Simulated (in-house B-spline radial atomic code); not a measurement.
Results of a calculation; reference values are marked as such.
Stopping and range of 1 keV Ge in InSb

The pair potential comes from two frozen, spherical free-atom densities (PBE, B-spline radial code, scalar-relativistic past argon): electrostatics plus the change in Thomas-Fermi kinetic and Dirac exchange energy where they overlap, the recipe behind the universal ZBL potential, which averages such potentials (from solid-state densities) over many pairs. It is written V = (Z1 Z2 e²/r) φ(r/a), with e² = 14.3996 eV·Å and a = 0.46850 Å/(Z1^0.23 + Z2^0.23); ZBL's fit is φ = 0.18175 e^(−3.1998x) + 0.50986 e^(−0.94229x) + 0.28022 e^(−0.4029x) + 0.02817 e^(−0.20162x). Where φ falls below 4e-4 it is continued as an exponential.

The target is taken as amorphous, with density 5.77 g/cm³ (NSM archive of the Ioffe Institute); channelling is ignored. Masses: Ge 72.63, In 114.82, Sb 121.76 u. Nuclear stopping is S_n = 4π a Z1 Z2 e² M1/(M1 + M2) × s_n(ε), with s_n integrated over impact parameters for each pair. Electronic stopping is Lindhard and Scharff's S_e = Z1^(1/6) 8π e² a0 Z1 Z2/(Z1^(2/3) + Z2^(2/3))^(3/2) × v/v0, with a0 = 0.529177 Å and v = v0 at 24.801 keV/u; it misses the oscillations with Z1 seen in experiment, which reach tens of per cent. Compounds add by atom fraction.

```tsv
target atom	a (Å)	ε at this energy	s_n, this pair	s_n, ZBL potential
In	0.10039	0.002724	0.09292	0.0928
Sb	0.09991	0.002663	0.09189	0.09179
```

**Question.** What are the atom density and the stopping powers at entry?

**Answer.** N = 5.77 × 0.602214/118.29 = 0.02938 atoms/Å³. For In: S_n = 11040 × 0.09292 = 1025 eV·Å², S_e = 3.5062 × √1000 = 110.9 eV·Å². For Sb: S_n = 11020 × 0.09189 = 1013 eV·Å², S_e = 3.5665 × √1000 = 112.8 eV·Å². Averaged over the target's atoms (half each) and times N × 10 Å/nm, the ion loses N S_n = 299 eV/nm to recoils and N S_e = 32.8 eV/nm to electrons; the nuclear share is 90 %.

Along the track:

```json
{"E (keV)": "0.05", "N S_n (eV/nm)": "57", "N S_e (eV/nm)": "7.35"}
{"E (keV)": "0.15", "N S_n (eV/nm)": "109", "N S_e (eV/nm)": "12.7"}
{"E (keV)": "0.3", "N S_n (eV/nm)": "160", "N S_e (eV/nm)": "18"}
{"E (keV)": "0.5", "N S_n (eV/nm)": "210", "N S_e (eV/nm)": "23.2"}
{"E (keV)": "0.75", "N S_n (eV/nm)": "259", "N S_e (eV/nm)": "28.4"}
{"E (keV)": "1", "N S_n (eV/nm)": "299", "N S_e (eV/nm)": "32.8"}
```

**Question.** Estimate the path length and the projected range.

**Answer.** With continuous slowing down the path is the integral of dE/(N (S_n + S_e)). Trapezoids over the table give 5 nm, and the stretch below the first row, with stopping taken as √E, adds 2E/(N S) = 1.6 nm: 6.56 nm in all, against 6 nm on a fine grid from 5 eV, a cut that itself drops some per cent of so short a path. Deflections shorten the depth: to first order in the energy passed on, N (S_n + S_e) dR_p/dE = 1 − N S_n (M2/M1) R_p/(2E), summed over the target's atoms, and integrating this on the fine grid gives R_p = 2.49 nm, 0.41 of the path. Lindhard's rule of thumb R/(1 + M2/3M1), with mean M2/M1 = 1.63, gives 3.89 nm. On the ZBL potential the same equation gives 2.49 nm, and the full integral equation, which keeps hard collisions, 2.45 nm.
